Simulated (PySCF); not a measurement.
An excited-state job on `C[Si](C)(C)[CH2][Zr]([F])([F])[F]` (Zr(CH2SiMe3)F3).

Method: TDDFT wB97X-D/def2-SVPD, vertical, gas phase, core orbitals frozen in the response, def2 core potentials past Kr (PySCF 2.14.0, density-fitted response routines). Geometry: PBE0-D3(BJ)/def2-SVP. The command runs a driver script over a list of jobs; the input below is this job's line of settings and its coordinates in Å.

Command:
```bash
OMP_NUM_THREADS=1 python probes_run.py task.json out
```

Input:
```
{"job": {"kind": "uv", "xc": "wB97X-D", "basis": "def2-SVPD", "ip": false, "nstates": 10}, "charge": 0, "multiplicity": 1}
Zr    -1.292634    -0.059114    -2.517813
C     -1.127067    -0.824692    -0.479024
Si     0.227828    -0.038431     0.578666
C     -0.196896     1.771190     0.929108
C      0.365284    -0.934687     2.230700
C      1.870731    -0.182440    -0.336038
H     -2.103568    -0.686299     0.023915
H     -0.936060    -1.914302    -0.546257
H      0.727398     2.361426     1.035273
H     -0.743488     1.852607     1.881667
H     -0.798945     2.240580     0.135881
H     -0.579256    -0.857622     2.791874
H      0.607950    -2.000552     2.096488
H      1.161278    -0.487597     2.849007
H      2.023473    -1.201440    -0.729722
H      1.934207     0.523340    -1.178769
H      2.718298     0.025157     0.336520
F     -0.121196     1.444970    -2.576536
F     -3.124305     0.420282    -2.709481
F     -0.750631    -1.438204    -3.716122
```

Output:
```
coarse grid: 78432 points
cycle   1  E = -794.6349813222  dE = -6.115e+00  |g| = 1.024e+00  |ddm| = 7.087e+00
cycle   2  E = -794.7335990288  dE = -9.862e-02  |g| = 9.801e-01  |ddm| = 2.577e+00
cycle   3  E = -794.8831420403  dE = -1.495e-01  |g| = 1.913e-01  |ddm| = 8.164e-01
cycle   4  E = -794.8906284291  dE = -7.486e-03  |g| = 5.911e-02  |ddm| = 3.400e-01
cycle   5  E = -794.8915476292  dE = -9.192e-04  |g| = 1.114e-02  |ddm| = 1.013e-01
cycle   6  E = -794.8915996971  dE = -5.207e-05  |g| = 4.577e-03  |ddm| = 2.682e-02
cycle   7  E = -794.8916109629  dE = -1.127e-05  |g| = 1.561e-03  |ddm| = 1.163e-02
cycle   8  E = -794.8916124588  dE = -1.496e-06  |g| = 5.647e-04  |ddm| = 4.437e-03
final grid: 165072 points
cycle   9  E = -794.8952621793  dE = -7.426e-05  |g| = 2.297e-03  |ddm| = 8.739e-02
cycle  10  E = -794.8952630126  dE = -8.333e-07  |g| = 1.975e-03  |ddm| = 7.184e-03
cycle  11  E = -794.8952636402  dE = -6.276e-07  |g| = 6.031e-04  |ddm| = 1.781e-03
cycle  12  E = -794.8952637229  dE = -8.270e-08  |g| = 1.598e-04  |ddm| = 1.301e-03
cycle  13  E = -794.8952637324  dE = -9.499e-09  |g| = 5.904e-05  |ddm| = 3.240e-04
cycle  14  E = -794.8952637346  dE = -2.172e-09  |g| = 2.240e-05  |ddm| = 1.641e-04
cycle  15  E = -794.8952637350  dE = -4.682e-10  |g| = 7.414e-06  |ddm| = 8.654e-05
converged SCF energy = -794.8952637350

Static polarisability (au): isotropic 111.239, principal 101.118 102.263 130.334

Singlet excitations
state   eV       nm        f      main configurations
  1   5.1770    239.5   0.00236   H->L 0.81
  2   5.2470    236.3   0.01839   H->L+1 0.80, H-3->L+1 0.09
  3   6.6075    187.6   0.00435   H->L+5 0.48, H->L+7 0.17, H->L+3 0.12
  4   6.6508    186.4   0.01284   H->L+4 0.60, H->L+8 0.21
  5   6.7010    185.0   0.01046   H->L+3 0.27, H->L+5 0.16, H-1->L+1 0.15
  6   6.8216    181.8   0.00044   H-1->L 0.50, H-3->L 0.19, H-1->L+1 0.14
  7   6.9818    177.6   0.00077   H->L+2 0.36, H-1->L+1 0.30
  8   7.2930    170.0   0.00388   H-2->L+1 0.55, H-2->L 0.33
  9   7.4069    167.4   0.06878   H-2->L 0.43, H-2->L+1 0.26, H-1->L+1 0.08
 10   7.5391    164.5   0.28326   H->L+6 0.17, H->L+2 0.16, H->L+3 0.16

Triplet excitations (Tamm-Dancoff, eV): 4.8193 4.8547 6.1670 6.5047
```

The SCF starts on a coarse grid where the log names one; the energy can jump when the final grid takes over, and dE then counts from the start density on the new grid. H and L stand for HOMO and LUMO; the number after each pair is its weight.

Question: How does the lowest singlet excitation compare with the HOMO–LUMO gap?

Answer: HOMO -9.67 eV and LUMO 0.56 eV give a gap of 10.23 eV; S1 at 5.18 eV lies 5.05 eV below it.

Summary of the converged run: HOMO -9.67 eV, LUMO 0.56 eV; lowest singlet 5.18 eV; lowest triplet 4.82 eV (Tamm–Dancoff); mean polarisability 111.2 au.

Atoms past krypton carry effective core potentials; spin–orbit coupling is left out. The geometry optimisation had not met its thresholds, so the values belong to a structure short of the stationary point.

The run took 2.6 min wall (with the writing of density and orbital grids) on an Arm Neoverse V1 with one thread, no GPU, shared host with 32 logical CPUs at a one-minute load of 13, and the process peaked at 1.7 GiB of memory.
Labels such as C1 count atoms from 1, the log's own numbers from 0.

Note: wB97X-D ran without an empirical dispersion term, which enters the total energy and its gradient alone.
